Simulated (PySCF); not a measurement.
**Structure elucidation problem**

The spectra below were simulated for a compound C3H11FSi3.

¹H NMR (300 MHz, computed): δ 5.63 (m, 1H), 4.43 (m, 1H), 4.28 (m, 1H), 4.15 (m, 1H), 4.10 (m, 1H), 4.09 (m, 1H), 3.92 (m, 1H), 1.70 (m, 1H), 1.25 (m, 1H), 1.22 (m, 1H), 0.97 (m, 1H).

¹³C{¹H} NMR (computed): δ 80.9 (CH), 8.2 (CH2), 6.1 (CH2).

Computed data (PySCF): shielding tensors at PBE0/pcSseg-1 (GIAO), GFN2-xTB structure. Single conformer, non-relativistic, gas phase.

References, each an isolated molecule treated in the same way: ¹H, ¹³C vs TMS.

Task: Which of these isomers gave the spectra?
A. C=C(C)[Si@@H](F)[SiH2][SiH3]
B. C[SiH2][SiH2]/C([SiH3])=C\F
C. F[C@H]1[SiH2]CC[SiH2][SiH2]1

Result: C. 

- Rings plus π bonds: 1 (1 ring in the answer).
- 3 carbon signals for 3 carbons: no two carbons are equivalent.
- Carbon types of the structure: 1 × CH, 2 × CH2, leaving 6 H on heteroatoms.
- δC 80.9: sp3 CH bonded to F and 2 Si; pulled downfield by the heteroatom.
- δC 8.2, 6.1: sp3 CH2 bonded to Si; an electropositive neighbour leaves it electron-rich and shielded.
- δH 5.63: hydrogen on an sp3 CH bonded to F and 2 Si; its carbon carries F, an electronegative neighbour.
- δH 4.43, 4.09: hydrogen on a silicon bonded to 2 C, in a 6-membered ring.
- δH 4.28, 4.15, 4.10, 3.92: hydrogen on a silicon bonded to C, Si, in a 6-membered ring.

The others: C=C(C)[Si@@H](F)[SiH2][SiH3] would give 7 signals for carbon-bound and other non-exchanging H, not 11; C[SiH2][SiH2]/C([SiH3])=C\F would give 5 signals for carbon-bound and other non-exchanging H, not 11.

Splittings by ¹⁹F in the carbon and heteronuclear signals aren't shown, as no couplings were computed. Shifts are as computed. Against solution values, carbons near 30 ppm lie about +3 ppm off and those near 130 ppm about +5 ppm. Of 1211 compounds with measured shifts, 218 miss one by over three times the rms of a fit or turn the order of signals round; such compounds aren't used in these exercises. Multiplicities follow the n + 1 count of equivalent neighbours, as no J values were calculated; m marks all less simple cases, F and P coupling included.
